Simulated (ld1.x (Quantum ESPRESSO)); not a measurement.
## Transferability test, TM semilocal potential for silver (Ag)

ld1.x (Quantum ESPRESSO) 7.5 input, shortened:

```
&input
   title='Ag', zed=47., rel=1, dft='PZ', iswitch=3,
   config='[Kr] 4d10 5s0.75 5p0.25'
 /
 &inputp
   pseudotype=1, tm=.true., lloc=2,
   nlcc=.true.
 /
3
5S  1  0   0.75   0.00  1.90  1.90  0.0
5P  2  1   0.25   0.00  2.95  2.95  0.0
4D  3  2  10.00   0.00  1.25  1.25  0.0
 &test
   configts(1)='4d10 5s0.75 5p0.25'
 /
```

Energies are relative to the spin-unpolarised reference configuration 4d10 5s0.75 5p0.25; without spin polarisation the order of configurations can differ from experiment. Spin-polarised rows fill each open shell by Hund’s rule, majority spin first.

```json
{"valence configuration": "4d10 5s1 5p0", "charge": "0", "ΔE all-electron (eV)": "-0.973", "error AE − PS (meV)": "+0.1"}
{"valence configuration": "4d10 5s0 5p0", "charge": "+1", "ΔE all-electron (eV)": "7.129", "error AE − PS (meV)": "-8.2"}
{"valence configuration": "4d9 5s1 5p1", "charge": "0", "ΔE all-electron (eV)": "7.598", "error AE − PS (meV)": "-62"}
{"valence configuration": "4d9 5s1 5p0", "charge": "+1", "ΔE all-electron (eV)": "12.405", "error AE − PS (meV)": "-34"}
{"valence configuration": "4d9 5s2 5p0", "charge": "0", "ΔE all-electron (eV)": "2.987", "error AE − PS (meV)": "-60"}
{"valence configuration": "4d10 5s0.75 5p0.25 (spin-polarised)", "charge": "0", "ΔE all-electron (eV)": "-0.132", "error AE − PS (meV)": "+0.2"}
{"valence configuration": "4d10 5s1 5p0 (spin-polarised)", "charge": "0", "ΔE all-electron (eV)": "-1.122", "error AE − PS (meV)": "+0.1"}
```

Question: What are ΔE and the potential's error for 4d8 5s0 5p0?

Answer: ΔE = 65.946 eV all-electron; the error (AE − PS) is -261 meV.

Question: What are ΔE and the potential's error for 4d9 5s0 5p0?

Answer: ΔE = 29.512 eV all-electron; the error (AE − PS) is -38 meV.

Levels in the configuration 4d10 5s1 5p0 (spin-polarised):

```json
{"level": "4d up", "all-electron (eV)": "-7.709", "pseudo (eV)": "-7.713"}
{"level": "5s up", "all-electron (eV)": "-4.970", "pseudo (eV)": "-4.969"}
{"level": "4d down", "all-electron (eV)": "-7.534", "pseudo (eV)": "-7.534"}
```
